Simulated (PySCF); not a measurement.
Run record: excited-state job, `c1(C)nc[se]c1N`.

Computed with TDDFT wB97X-D/def2-SVPD, vertical, gas phase, core orbitals frozen in the response (PySCF 2.14.0, density-fitted response routines). Geometry: GFN2-xTB. A driver script takes a list of jobs; this job's settings line and coordinates (Å) are shown.

Input:
```
{"job": {"kind": "uv", "xc": "wB97X-D", "basis": "def2-SVPD", "nstates": 8, "ntriplets": 3}, "charge": 0, "multiplicity": 1}
C     -0.784682    -1.526176     0.014030
C      0.219490    -0.417325    -0.000790
N      1.537646    -0.711335    -0.097367
C      2.320724     0.289450    -0.109604
Se     1.457608     1.981018     0.024344
C     -0.097591     0.917812     0.075680
N     -1.358678     1.446467     0.264474
H     -1.509093    -1.409219    -0.792949
H     -1.323984    -1.548641     0.960742
H     -0.264296    -2.469825    -0.117397
H      3.389454     0.211470    -0.174926
H     -2.111360     0.836589    -0.020953
H     -1.479625     2.400200    -0.043009
```

Problem. Estimate the output.

Solution. 
```
coarse grid: 53128 points
cycle   1  E = -2666.5233943241  dE =  4.995e-01  |g| = 4.264e-01  |ddm| = 6.524e+00
cycle   2  E = -2666.5253527136  dE = -1.958e-03  |g| = 4.741e-01  |ddm| = 2.292e+00
cycle   3  E = -2666.5718096894  dE = -4.646e-02  |g| = 6.722e-02  |ddm| = 1.309e+00
cycle   4  E = -2666.5728371273  dE = -1.027e-03  |g| = 3.341e-02  |ddm| = 1.905e-01
cycle   5  E = -2666.5731193981  dE = -2.823e-04  |g| = 9.205e-03  |ddm| = 1.325e-01
cycle   6  E = -2666.5731475430  dE = -2.814e-05  |g| = 2.019e-03  |ddm| = 3.692e-02
cycle   7  E = -2666.5731503532  dE = -2.810e-06  |g| = 9.221e-04  |ddm| = 1.735e-02
final grid: 112128 points
cycle   8  E = -2666.5726158456  dE = -2.245e-06  |g| = 8.151e-04  |ddm| = 2.085e-02
cycle   9  E = -2666.5726159439  dE = -9.832e-08  |g| = 8.577e-04  |ddm| = 4.536e-03
cycle  10  E = -2666.5726161140  dE = -1.702e-07  |g| = 1.561e-04  |ddm| = 1.992e-03
cycle  11  E = -2666.5726161295  dE = -1.546e-08  |g| = 9.238e-05  |ddm| = 8.483e-04
cycle  12  E = -2666.5726161342  dE = -4.695e-09  |g| = 2.162e-05  |ddm| = 5.237e-04
cycle  13  E = -2666.5726161348  dE = -5.657e-10  |g| = 1.310e-05  |ddm| = 1.765e-04
converged SCF energy = -2666.5726161348

Static polarisability (au): isotropic 87.801, principal 58.840 98.470 106.093

Singlet excitations
state   eV       nm        f      main configurations
  1   4.2471    291.9   0.00076   H->L 0.86
  2   4.6896    264.4   0.11222   H->L+1 0.89
  3   5.1335    241.5   0.00035   H-1->L 0.79
  4   5.3264    232.8   0.00017   H-2->L+1 0.82, H-2->L 0.11
  5   5.5645    222.8   0.00744   H->L+3 0.49, H->L+2 0.42
  6   5.6755    218.5   0.03093   H-1->L+1 0.69, H-2->L 0.13
  7   6.2419    198.6   0.00053   H->L+3 0.36, H->L+2 0.31, H->L+4 0.10
  8   6.3210    196.1   0.03393   H-2->L 0.52, H->L+7 0.15

Triplet excitations (Tamm-Dancoff, eV): 3.1455 4.0770 4.7501
```

The SCF starts on a coarse grid where the log names one; the energy can jump when the final grid takes over, and dE then counts from the start density on the new grid. H and L stand for HOMO and LUMO; the number after each pair is its weight.

Problem. Give the mean polarisability as a volume in Å³, and the ratio of the largest to the smallest principal value.

Solution. 87.801 au × 0.148185 = 13.01 Å³; 106.093/58.840 = 1.80.

Problem. Which computed singlet has the largest oscillator strength, and what do all of them sum to?

Solution. State 2 at 4.69 eV (264 nm), f = 0.112; the 8 states sum to 0.186.

In short: HOMO -7.61 eV, LUMO 1.02 eV; lowest singlet 4.25 eV; lowest triplet 3.15 eV (Tamm–Dancoff); mean polarisability 87.8 au.

 Relativistic effects, spin–orbit coupling among them, are left out although an element past zinc is present.

The run took 64 s wall on x86-64 server, one thread, shared host.
Labels such as C1 count atoms from 1, the log's own numbers from 0.

wB97X-D is run here without its empirical dispersion term; that term would change no orbital, density or response property at a fixed geometry.
